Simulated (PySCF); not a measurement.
Spinor energies of Rb (rubidium, neutral)

Start: [Kr] 5s1; 5s1/2 filled at m_j = +1/2. Calculated with PySCF 2.14 in x2c-TZVPPall-2c: generalised Hartree-Fock with the X2C-1e Hamiltonian and a Gaussian nucleus; one run each with spin-orbit coupling (SO) switched off, then screened by Boettger's factors.

```csv
spinor shell,electrons,"ε, spin-free (eV)","ε, screened SO (eV)",weight of nominal j (screened SO),"rms radius, screened SO (bohr)"
1s1/2,2,-15286.9,-15286.4,1.000,0.0464
2s1/2,2,-2107.9,-2107.8,1.000,0.192
2p1/2,2,-1863.1,-1905.0,1.000,0.169
2p3/2,4,-1863.1,-1843.2,1.000,0.173
3s1/2,2,-341.60,-341.57,1.000,0.543
3p1/2,2,-260.57,-267.17,1.000,0.550
3d3/2,4,-126.25,-127.22,1.000,0.575
3d5/2,6,-126.25,-125.57,1.000,0.579
4s1/2,2,-42.588,-42.582,1.000,1.57
4p1/2,2,-21.965,-22.639,0.999,1.83
4p3/2,4,-21.965,-21.641,1.000,1.87
5s1/2,1,-3.812,-3.813,1.000,5.91
```

Where does 3p3/2 lie, and what is the 3p spin-orbit splitting (screened SO)?

At -257.42 eV, 9.755 eV above 3p1/2.

```csv
quantity,spin-free,screened SO
E (hartree),-2979.00949,-2979.21842
M_J,1/2,1/2
⟨J²⟩,0.750,0.750
⟨L²⟩,0.000,0.005
⟨S²⟩,0.750,0.756
```

Breit and QED terms are absent; they matter most for the inner s and p1/2 levels.

Densities and radii are taken from the X2C orbitals without a picture-change correction, which distorts them close to the nucleus.

Without spin-orbit coupling the j labels of p, d and f shells carry no meaning; the spin-free column gives the mean over the occupied spinors of each nl shell.
